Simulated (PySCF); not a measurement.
Si²⁺: excitation energy

Si²⁺ [Ne] 3s2 (1S) → Si²⁺ [Ne] 3s1 3d1 (3D), as a difference of total energies. Computed with PySCF 2.14 in aug-cc-pV(Q+d)Z (7s6p5d3f2g, 89 functions), with the non-relativistic Hamiltonian (point nucleus). Correlated levels: valence: [Ne] frozen. The calculations carry no spin-orbit coupling.

```
           method  excitation energy (cm⁻¹)
              UHF                    133730
    MP2 (valence)                    139700
SCS-MP2 (valence)                    142050
   CCSD (valence)                    141700
```

The promoted electron is Rydberg-like, and one or two diffuse shells describe it only roughly, which tends to raise the upper state.

With two correlated electrons CCSD is exact in that space.
